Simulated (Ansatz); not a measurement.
## Loss of H2O: GaH(CH3)2(OH2) → GaH(CH3)2 + H2O

Species: GaH(CH3)2(OH2), singlet; GaH(CH3)2, singlet; H2O (water) `O`, singlet. 

Shapes, held fixed at every level: PBE0-D4/def2-TZVP. Flexible molecules stand in one conformer, not always the lowest. Programs: Ansatz 0.2.0. Electronic energies: no zero-point or thermal term.

```
                level                    kind  ΔE (kJ/mol)  less CCSD(T)/def2-TZVPP  CPU time (sum over the molecules)
 r2SCAN-D4/def2-TZVPP                meta-GGA        +59.1                     +1.9                               29 s
r2SCAN0-D4/def2-TZVPP           global hybrid        +59.0                     +1.8                               29 s
   wB97X-V/def2-TZVPP  range-separated hybrid        +55.1                     -2.1                               45 s
    B2PLYP/def2-TZVPP           double hybrid        +48.1                     -9.1                               31 s
         MP2/def2-SVP     perturbation theory        +74.5                    +17.3                                  –
       MP2/def2-TZVPP     perturbation theory        +57.3                     +0.1                                  –
     CCSD(T)/def2-SVP   coupled cluster or CI        +73.3                    +16.1                               44 s
   CCSD(T)/def2-TZVPP   coupled cluster or CI        +57.2                      0.0                             18 min
```

The highest level, CCSD(T)/def2-TZVPP, gives ΔE = +57.2 kJ/mol; the levels span +48.1 to +74.5. The column of differences is taken from that level and isn't an error. No measured value is set beside it here. Relativity is left out for Ga. Outer-core shells of Ga are correlated in most correlated rows, in sets that cover them unevenly. Times are processor times on shared x86 and Arm servers, and rough.
